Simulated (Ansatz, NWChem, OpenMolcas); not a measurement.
How methods differ on CH6Ge (methyl germane)

CH6Ge has 8 atoms, charge 0, and is taken as a singlet. SMILES: `[CH3][GeH3]`. Geometry: relaxed at PBE0-D4/def2-TZVP.

```
atom    x (Å)    y (Å)    z (Å)
   C  -0.3109   0.1903  -0.9714
  Ge   0.2969  -0.1819   0.8467
   H  -1.3801   0.4042  -0.9765
   H   0.2188   1.0522  -1.3784
   H  -0.1246  -0.6694  -1.6160
   H   0.0307   1.0282   1.7601
   H   1.8071  -0.4796   0.8577
   H  -0.4457  -1.4012   1.4221
```

Each level gives the electronic atomisation energy (eV). The values are calculated. Electronic energies at fixed atoms, without zero-point motion or spin-orbit coupling.

```json
{"level": "HF/def2-SVPD", "kind": "Hartree–Fock", "program": "OpenMolcas", "value (eV)": "19.87", "CPU time (all runs)": "20 s"}
{"level": "SVWN5/def2-SVPD", "kind": "LDA", "program": "OpenMolcas", "value (eV)": "28.91", "CPU time (all runs)": "40 s"}
{"level": "BLYP/def2-SVPD", "kind": "GGA", "program": "Ansatz", "value (eV)": "25.35", "CPU time (all runs)": "12 s"}
{"level": "revPBE/def2-SVPD", "kind": "GGA", "program": "NWChem", "value (eV)": "25.12", "CPU time (all runs)": "35 s"}
{"level": "M06-L/def2-SVPD", "kind": "meta-GGA", "program": "NWChem", "value (eV)": "26.01", "CPU time (all runs)": "1.7 min"}
{"level": "r2SCAN/def2-SVPD", "kind": "meta-GGA", "program": "NWChem", "value (eV)": "25.92", "CPU time (all runs)": "40 s"}
{"level": "PBE0/def2-SVPD", "kind": "global hybrid", "program": "Ansatz", "value (eV)": "25.72", "CPU time (all runs)": "12 s"}
{"level": "CAM-B3LYP/def2-SVPD", "kind": "range-separated hybrid", "program": "NWChem", "value (eV)": "25.95", "CPU time (all runs)": "62 s"}
```

All-electron rows without a relativistic Hamiltonian named are non-relativistic. The values span 19.87 to 28.91 eV. CPU times are rough (shared hosts, several kinds of processor): they show what a rung costs within a factor of a few.
